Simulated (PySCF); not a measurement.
## How methods differ on the ionisation energy of Pd

Pd [Kr] 4d10 (1S) → Pd⁺ [Kr] 4d9 (2D), as a difference of total energies. Calculation: PySCF 2.14, in def2-QZVPPD with the def2 core potential (28 electrons); scalar relativity through the core potential. Correlated levels: valence: 4s2 4p6 frozen. The calculations carry no spin-orbit coupling.

Question: Order these methods by the ionisation energy they give, lowest first.
A. MP2 (valence)
B. CCSD (valence)
C. SCS-MP2 (valence)
D. CCSD(T) (valence)

Answer: B (8.075 eV), D (8.303 eV), C (8.433 eV), A (8.672 eV).

Errors of the correlated levels include the incompleteness of this basis and the frozen core.

For comparison: 8.512 eV (measured; NIST levels, between the centres of gravity of the two terms).
